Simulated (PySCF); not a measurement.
Geometry:
| atom | x (Å) | y (Å) | z (Å) |
| --- | --- | --- | --- |
| O1 | 0.570 | 0.026 | -1.469 |
| C2 | 0.801 | -0.130 | -0.292 |
| C3 | 2.116 | 0.182 | 0.308 |
| C4 | 3.090 | 0.693 | -0.433 |
| F5 | 4.287 | 0.995 | 0.067 |
| C6 | -0.209 | -0.668 | 0.690 |
| C7 | -1.560 | -0.956 | 0.048 |
| Si8 | -2.479 | 0.610 | -0.532 |
| H9 | 2.262 | -0.010 | 1.360 |
| H10 | 3.006 | 0.910 | -1.489 |
| H11 | -0.312 | 0.058 | 1.503 |
| H12 | 0.218 | -1.578 | 1.126 |
| H13 | -2.180 | -1.495 | 0.767 |
| H14 | -1.405 | -1.625 | -0.799 |
| H15 | -3.767 | 0.181 | -1.083 |
| H16 | -1.730 | 1.383 | -1.512 |
| H17 | -2.715 | 1.437 | 0.661 |

Averaged over atoms made equivalent by symmetry, fast rotation or ring inversion, a single conformation, isolated molecule, relativity neglected. NMR shieldings at PBE0/pcSseg-1/GIAO; GFN2-xTB geometry; PySCF 2.14.

Predict the 2D correlation tables (HSQC, COSY, HMBC).

Answers



HSQC (one-bond C–H):
```
            δH          δC
    8.06 (H10)  175.6 (C4)
     6.14 (H9)  116.4 (C3)
2.71 (H11/H12)   44.4 (C6)
0.92 (H13/H14)    4.8 (C7)
```

COSY cross peaks (H two or three bonds apart, from the bond graph; peaks can be absent where the dihedral angle is near 90°):
```
                δH              δH
        8.06 (H10)       6.14 (H9)
3.88 (H15/H16/H17)  0.92 (H13/H14)
    2.71 (H11/H12)  0.92 (H13/H14)
```

HMBC (two and three bonds, from the bond graph):
```
                δH                                 δC
        8.06 (H10)             202.2 (C2), 116.4 (C3)
         6.14 (H9)  202.2 (C2), 175.6 (C4), 44.4 (C6)
3.88 (H15/H16/H17)                44.4 (C6), 4.8 (C7)
    2.71 (H11/H12)   202.2 (C2), 116.4 (C3), 4.8 (C7)
    0.92 (H13/H14)              202.2 (C2), 44.4 (C6)
```

Referencing at the same level of theory: ¹H (σref 31.72) and ¹³C (σref 186.93) against TMS.

Short H···H contacts in this conformer between protons four or more bonds apart (candidates for NOE cross peaks, intensity ∝ r⁻⁶): H9···H11 2.58 Å.

Shifts are as computed. Against solution values, carbons near 30 ppm lie about +3 ppm off and those near 130 ppm about +5 ppm. Of 1309 compounds with measured shifts, 239 miss one by over three times the rms of a fit or turn the order of signals round; such compounds aren't used in these exercises.
